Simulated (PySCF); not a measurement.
**UHF on Sr⁺ (strontium, charge +1)**

Configuration: [Kr] 5s1, 2S determinant. Computed with PySCF 2.14 in def2-TZVP with the def2 core potential (28 electrons), with a scalar-relativistic core potential.

* Total energy: -30.172767 hartree
* One-electron energy: -47.6678 hartree
* Hartree (Coulomb) energy: 21.2672 hartree
* Exchange energy: -3.7722 hartree
* ⟨S²⟩: 0.7504
* ⟨L²⟩: 0.000
* Sum of ⟨r⟩: 16.35 bohr
* Sum of ⟨r²⟩: 39.74 bohr²
* Time after the integrals: 0.06 s of wall time on 1 thread of Neoverse-V1 (shared host)

```csv
shell,electrons,mean orbital energy (hartree),"rms radius, mean of both spins (bohr)"
4s α,1,-2.18547,1.46
4s β,1,-2.17665,1.46
4p α,3,-1.32396,1.68
4p β,3,-1.31965,1.68
5s α,1,-0.38473,4.30
```

Energies and moments cover only the electrons outside the core potential.
